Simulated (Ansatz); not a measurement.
Stepwise reaction of `[CH3][Ta](=[NH])([OH])[OH]` with hydrogen chloride, as a gas-phase model of exchange steps in deposition or etching. ΔE in kJ/mol; ΔG adds harmonic PBE0-D4 terms to CCSD(T)/CBS, at 1 bar.

Program: Ansatz. Geometries: PBE0-D4/def2-TZVP. ΔE: electronic, gas phase. CCSD(T)/CBS adds triple-zeta CCSD(T) − MP2 to the extrapolated MP2 energy (def2 sets, frozen cores). This one scheme is used for every species. Functionals use def2-TZVPP. B3LYP here is the variant with VWN-RPA as its local correlation; programs differ in this. def2 core potentials past Kr. For Ta outer-core shells are correlated without core-valence functions, which leaves a few kJ/mol of doubt a bond. One conformer a species, not always the lowest.

| step | reaction | PBE-D4 | B3LYP-D4 | ωB97M-V | CCSD(T)/CBS | ΔG(600 K) |
| --- | --- | --- | --- | --- | --- | --- |
| 2 | `[CH3][Ta](=[NH])([OH])[Cl]` + HCl → `[CH3][Ta](=[NH])([Cl])[Cl]` + H₂O | -37.5 | -35.5 | -34.4 | -41.8 | -31.3 |

Problem. Give the row of step 1, `[CH3][Ta](=[NH])([OH])[OH]` + HCl → `[CH3][Ta](=[NH])([OH])[Cl]` + H₂O. (Estimate.)

Solution. Computed: 
```json
{"step": "1", "reaction": "`[CH3][Ta](=[NH])([OH])[OH]` + HCl → `[CH3][Ta](=[NH])([OH])[Cl]` + H₂O", "PBE-D4": "-8.3", "B3LYP-D4": "-6.7", "ωB97M-V": "-6.4", "CCSD(T)/CBS": "-12.1", "ΔG(600 K)": "-14.0"}
```

Problem. By hand: ΔE of the 2 steps together at CCSD(T)/CBS.

Solution. (-12.1) + (-41.8) = -53.9 kJ/mol, or -26.9 kJ/mol a step.

In ΔE each step is lower than the one before. All are downhill at CCSD(T)/CBS. ΔG lies between -31.3 and -14.0 kJ/mol a step. PBE-D4 differs from CCSD(T)/CBS by 3.8 to 4.3 kJ/mol a step. Only this route is followed, and other bonds may react first. Isolated molecules leave out the surface, adducts and barriers. Largest T1 diagnostic: 0.018.
